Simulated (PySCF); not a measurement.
C5H10N, SMILES N(=[C]C)C(C)C, doublet, GFN2-xTB optimised geometry.

```
16

C     -2.47     0.02    -0.64
C     -1.00     0.11    -0.56
N     -0.17    -0.44    -1.29
C      1.26    -0.36    -1.24
C      1.79     0.37     0.00
C      1.75     0.31    -2.52
H     -2.85    -0.37     0.30
H     -2.81    -0.62    -1.46
H     -2.88     1.02    -0.77
H      1.62    -1.40    -1.23
H      1.43     1.40     0.00
H      1.43    -0.12     0.90
H      2.88     0.37     0.00
H      2.83     0.30    -2.57
H      1.35    -0.21    -3.39
H      1.41     1.34    -2.55
```

Density from unrestricted PBE0/def2-TZVP (PySCF) at that geometry.

Minimum of the electron density along straight lines between bonded atoms, close to the bond critical point (lines longer than 1.1 times the sum of covalent radii, or with two minima, are not listed):

| bond | length / Å | ρ at the minimum / e bohr⁻³ | ∇²ρ there / e bohr⁻⁵ | position (fraction from the first atom) |
|---|---|---|---|---|
| C1–C2 | 1.472 | 0.268 | -0.72 | 0.48 |
| C2–N3 | 1.237 | … | … | 0.34 |
| N3–C4 | 1.433 | 0.276 | -0.76 | 0.62 |
| C4–C5 | 1.531 | 0.247 | -0.61 | 0.51 |
| C4–C6 | 1.531 | 0.246 | -0.61 | 0.51 |
| C1–H7 | 1.090 | 0.277 | -0.95 | 0.64 |
| C1–H8 | 1.095 | 0.275 | -0.93 | 0.64 |
| C1–H9 | 1.090 | 0.277 | -0.95 | 0.64 |
| C4–H10 | 1.099 | 0.280 | -0.98 | 0.64 |
| C5–H11 | 1.088 | 0.279 | -0.96 | 0.64 |
| C5–H12 | 1.087 | 0.280 | -0.96 | 0.64 |
| C5–H13 | 1.087 | 0.279 | -0.96 | 0.64 |
| C6–H14 | 1.087 | 0.279 | -0.96 | 0.64 |
| C6–H15 | 1.087 | 0.280 | -0.97 | 0.64 |
| C6–H16 | 1.088 | 0.279 | -0.96 | 0.64 |

### Question
What belongs in the gaps?

### Answer

- C2–N3, ρ at the minimum / e bohr⁻³: 0.405
- C2–N3, ∇²ρ there / e bohr⁻⁵: -0.57
